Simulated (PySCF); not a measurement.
# Sn: excitation energy

Sn [Kr] 4d10 5s2 5p2 (3P) → Sn [Kr] 4d10 5s1 5p2 6s1 (5P), as a difference of total energies. All numbers are calculated (PySCF 2.14, scalar relativity through the core potential, in aug-cc-pwCVDZ-PP with ECP28MDF (6s5p4d1f, 48 functions)). Correlated levels: valence: 4s2 4p6 4d10 frozen; valence and next inner shell: nothing frozen outside the core potential. The calculations carry no spin-orbit coupling.

| method | excitation energy (eV) |
| --- | --- |
| UHF | 8.288 |
| LDA | 10.556 |
| PBE | 10.234 |
| PBE0 | 9.965 |
| r2SCAN | 9.994 |
| TPSS | 10.134 |
| B3LYP | 10.394 |
| LC-wPBE | 9.911 |
| B97-3 | 10.338 |
| MP2 (valence) | 9.003 |
| SCS-MP2 (valence) | 9.266 |
| MP2 (valence and next inner shell) | 9.788 |
| SCS-MP2 (valence and next inner shell) | 9.898 |

Q: How much does correlation contribute at MP2 (valence and next inner shell)?

A: 9.788 − (8.288) = 1.500 eV, measured against UHF.

The upper state lies above the first ionisation limit, but in LS coupling its spin forbids autoionisation to the ground ion; at this Z spin-orbit coupling breaks that rule. A Rydberg-like electron needs more diffuse functions than a valence basis has.

The promoted electron is Rydberg-like, and one or two diffuse shells describe it only roughly, which tends to raise the upper state.
